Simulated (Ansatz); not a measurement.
Geometry optimisation, RKS PBE-D4/def2-SVP in Ansatz 0.2.0.

Input file:

```yaml
crystal:
  periodic: [false, false, false]
  atoms:
    - { symbol: Ge, position_ang: [0.197157, 0.0, -0.08933] }
    - { symbol: F, position_ang: [0.234931, 0.0, 1.621689] }
    - { symbol: Cl, position_ang: [2.240561, 0.0, -0.741866] }
    - { symbol: Cl, position_ang: [-0.767413, 1.779786, -0.779497] }
    - { symbol: Cl, position_ang: [-0.767413, -1.779786, -0.779497] }
    - { symbol: H, position_ang: [-2.313487, 0.0, 1.053164] }
    - { symbol: H, position_ang: [-1.893437, 0.0, 1.639437] }
basis:
  gaussian: { orbitals: def2-SVP }
hamiltonian:
  xc: pbe
  dispersion: d4
relax:
  f_tol: 0.03
  max_steps: 50
```

Command:

```bash
$ ansatz run input.yaml --threads 4 --pin off --max-ram 5120MiB --backend cpu --events-out ev --progress --plain --runs-dir out
```

Where does it end, and by what steps?

It converged. The force dipped under the threshold on the way, but the program's further checks kept it going. After 22 steps the energy has fallen by 0.187 eV; H6 moved furthest, 1.08 Å.

```json
{"step": "0", "energy less start (eV)": "0.0000", "largest force component (eV/Å)": "1.476", "accepted": "yes"}
{"step": "1", "energy less start (eV)": "-0.1298", "largest force component (eV/Å)": "0.476", "accepted": "yes"}
{"step": "2", "energy less start (eV)": "-0.1690", "largest force component (eV/Å)": "0.132", "accepted": "yes"}
{"step": "3", "energy less start (eV)": "-0.1816", "largest force component (eV/Å)": "0.053", "accepted": "yes"}
{"step": "4", "energy less start (eV)": "-0.1829", "largest force component (eV/Å)": "0.033", "accepted": "yes"}
{"step": "5", "energy less start (eV)": "-0.1832", "largest force component (eV/Å)": "0.009", "accepted": "yes"}
{"step": "6", "energy less start (eV)": "-0.1837", "largest force component (eV/Å)": "0.032", "accepted": "yes"}
{"step": "7", "energy less start (eV)": "-0.1840", "largest force component (eV/Å)": "0.166", "accepted": "yes"}
{"step": "8", "energy less start (eV)": "-0.1846", "largest force component (eV/Å)": "0.157", "accepted": "yes"}
{"step": "9", "energy less start (eV)": "-0.1854", "largest force component (eV/Å)": "0.070", "accepted": "yes"}
{"step": "10", "energy less start (eV)": "-0.1856", "largest force component (eV/Å)": "0.025", "accepted": "yes"}
{"step": "11", "energy less start (eV)": "-0.1847", "largest force component (eV/Å)": "0.247", "accepted": "no"}
{"step": "12", "energy less start (eV)": "-0.1860", "largest force component (eV/Å)": "0.044", "accepted": "yes"}
{"step": "13", "energy less start (eV)": "-0.1860", "largest force component (eV/Å)": "0.121", "accepted": "yes"}
{"step": "14", "energy less start (eV)": "-0.1862", "largest force component (eV/Å)": "0.064", "accepted": "yes"}
{"step": "15", "energy less start (eV)": "-0.1865", "largest force component (eV/Å)": "0.003", "accepted": "yes"}
{"step": "16", "energy less start (eV)": "-0.1867", "largest force component (eV/Å)": "0.039", "accepted": "yes"}
{"step": "17", "energy less start (eV)": "-0.1862", "largest force component (eV/Å)": "0.245", "accepted": "no"}
{"step": "18", "energy less start (eV)": "-0.1869", "largest force component (eV/Å)": "0.047", "accepted": "yes"}
{"step": "19", "energy less start (eV)": "-0.1869", "largest force component (eV/Å)": "0.162", "accepted": "no"}
{"step": "20", "energy less start (eV)": "-0.1871", "largest force component (eV/Å)": "0.035", "accepted": "yes"}
{"step": "21", "energy less start (eV)": "-0.1870", "largest force component (eV/Å)": "0.054", "accepted": "no"}
{"step": "22", "energy less start (eV)": "-0.1872", "largest force component (eV/Å)": "0.024", "accepted": "yes"}
```

```xyz
7
Properties=species:S:1:pos:R:3
Ge 0.426 0.000 -0.336
F 0.147 0.000 1.384
Cl 2.542 0.000 -0.645
Cl -0.469 1.764 -1.146
Cl -0.469 -1.764 -1.146
H -3.006 0.000 1.876
H -2.240 0.000 1.939
```

Whether the end is a true minimum wasn't checked by a vibrational analysis.

Time of the run: 10 s on 4 threads of AMD EPYC 9R45 96-Core Processor (Zen 5), on a shared host, peak memory 0.19 GiB.
